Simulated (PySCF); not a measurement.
C₅H₁₆Si₂.

```xyz
23

Si     1.2157    -0.2060    -0.6455
C      2.0650     1.4893    -0.6880
C      2.1935    -1.3875     0.4705
Si    -0.9887     0.0126     0.1407
C     -1.9720     1.1801    -0.9813
C     -1.8376    -1.6802     0.1916
C     -0.9364     0.7340     1.8939
H      1.2060    -0.7671    -2.0375
H      3.1040     1.4085    -1.0472
H      2.0885     1.9363     0.3194
H      1.5292     2.1853    -1.3534
H      1.7339    -2.3888     0.4877
H      3.2341    -1.4976     0.1238
H      2.2193    -1.0102     1.5060
H     -1.5068     2.1785    -1.0219
H     -3.0040     1.3037    -0.6116
H     -2.0255     0.7911    -2.0111
H     -2.8678    -1.5916     0.5763
H     -1.2922    -2.3791     0.8466
H     -1.8889    -2.1302    -0.8131
H     -1.9548     0.8530     2.3010
H     -0.3749     0.0776     2.5786
H     -0.4523     1.7242     1.9033
```

The structure is a stationary point at B3LYP-D3(BJ)/def2-SVP. One conformer was computed; it need not be the lowest.

The numbers are results of KT2/pcSseg-1 run with PySCF, not measurements. Non-relativistic, no solvent.

Computed absolute GIAO shielding of each atom: isotropic value and principal components (ppm):
| atom | σ(iso) | σ11 | σ22 | σ33 | span |
|---|---|---|---|---|---|
| Si1 | 403.3 | 373.2 | 410.3 | 426.4 | 53.2 |
| C2 | 188.7 | 184.6 | 187.7 | 193.9 | 9.3 |
| C3 | 188.7 | 184.6 | 187.7 | 193.9 | 9.3 |
| Si4 | 378.5 | 359.6 | 385.7 | 390.1 | 30.5 |
| C5 | 184.2 | 180.2 | 183.7 | 188.8 | 8.6 |
| C6 | 184.2 | 180.2 | 183.7 | 188.8 | 8.5 |
| C7 | 185.5 | 181.5 | 186.3 | 188.6 | 7.1 |
| H8 | 27.2 | 24.8 | 25.1 | 31.6 | 6.8 |
| H9 | 30.8 | 26.0 | 27.9 | 38.5 | 12.5 |
| H10 | 31.2 | 26.9 | 29.9 | 36.7 | 9.9 |
| H11 | 31.0 | 25.9 | 29.4 | 37.7 | 11.8 |
| H12 | 31.0 | 25.9 | 29.4 | 37.7 | 11.8 |
| H13 | 30.8 | 26.0 | 27.9 | 38.5 | 12.5 |
| H14 | 31.2 | 26.9 | 29.9 | 36.7 | 9.9 |
| H15 | 31.0 | 26.4 | 29.4 | 37.2 | 10.8 |
| H16 | 31.0 | 26.7 | 28.4 | 37.8 | 11.1 |
| H17 | 31.0 | 27.0 | 28.4 | 37.8 | 10.8 |
| H18 | 31.0 | 26.7 | 28.4 | 37.8 | 11.1 |
| H19 | 31.0 | 26.4 | 29.4 | 37.2 | 10.8 |
| H20 | 31.1 | 27.0 | 28.4 | 37.7 | 10.8 |
| H21 | 31.0 | 26.8 | 28.3 | 37.9 | 11.1 |
| H22 | 31.1 | 26.7 | 29.3 | 37.3 | 10.6 |
| H23 | 31.1 | 26.7 | 29.3 | 37.3 | 10.6 |
